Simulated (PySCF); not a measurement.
Compound: benzoxazole, C7H5NO.
Atom-mapped SMILES: `[cH:1]1[cH:2][cH:3][c:4]2[o:5][cH:6][n:7][c:8]2[cH:9]1` (hydrogens: H10 on C1; H11 on C2; H12 on C3; H13 on C6; H14 on C9)

Geometry (PBE0-D3(BJ)/def2-SVP, Å), atoms numbered from 1 in this order:
```xyz
14
C7H5NO angstrom
C     -1.895    0.695    0.070
C     -1.937   -0.710    0.119
C     -0.779   -1.481    0.049
C      0.407   -0.771   -0.069
O      1.680   -1.239   -0.155
C      2.440   -0.122   -0.257
N      1.809    0.998   -0.244
C      0.476    0.629   -0.122
C     -0.694    1.387   -0.051
H     -2.832    1.253    0.129
H     -2.904   -1.210    0.213
H     -0.799   -2.571    0.085
H      3.515   -0.282   -0.341
H     -0.655    2.477   -0.090
```

Computed at PBE0/pcSseg-1 (PySCF, non-relativistic), with Q(17O) = −0.0256 b, Q(14N) = 0.02044 b: O5, 17O (I = 5/2): χzz = -8.839 MHz, η = 0.210; N7, 14N (I = 1): χzz = -4.425 MHz, η = 0.098.

(1) Find the zero-field quadrupole resonance frequencies of 17O at O5.

(2) Find the zero-field quadrupole resonance frequencies of 14N at N7.

## Answers

(1) From the eigenvalues of H = χ/[4I(2I − 1)] × [3Iz² − I(I + 1) + η(Ix² − Iy²)], steps between neighbouring levels, labelled as for η = 0: ±1/2↔±3/2 1.388 MHz, ±3/2↔±5/2 2.629 MHz (furan-type oxygen).

(2) From ν± = (3/4)|χ|(1 ± η/3) and ν0 = |χ|η/2: ν+ 3.427 MHz, ν− 3.211 MHz, ν0 0.217 MHz (pyridine-type nitrogen).

In a crystal, neighbours and librations shift these lines. Isolated species at its PBE0-D3(BJ)/def2-SVP geometry, gas phase. With so small a basis the couplings can be 20 % off.
